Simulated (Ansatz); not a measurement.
C2H5InO, SMILES `C=C[O][InH2]` at its PBE0-D4/def2-TZVP geometry, where that method's forces vanish. Total charge 0; spin multiplicity 1. In: def2 effective core potential.

```xyz
9

C     0.1976    1.2588    0.8434
C    -0.1357    1.0649   -0.4333
O    -0.6478   -0.0390   -0.9749
In   -0.1218   -1.9075   -0.4317
H     0.0659    0.4886    1.5978
H     0.5990    2.2110    1.1618
H    -0.0156    1.8790   -1.1514
H    -1.2927   -2.9867   -1.0313
H     1.3511   -1.9690    0.4196
```

Problem. What forces (eV/Å) does B3LYP-D4/def2-TZVPP give on these atoms in the Gaussian-basis code of Ansatz? (An estimate is asked.)

Solution. The calculation gave: 
```
C1   0.035  0.036  0.158
C2   0.090  0.348 -0.033
O3  -0.157 -0.048 -0.158
In4  0.048 -0.256  0.038
H5   0.012  0.068 -0.045
H6  -0.025 -0.066 -0.008
H7  -0.006 -0.054  0.046
H8  -0.041 -0.029 -0.020
H9   0.044  0.003  0.022
```

B3LYP here is the variant with VWN-RPA as its local correlation; programs differ in this.
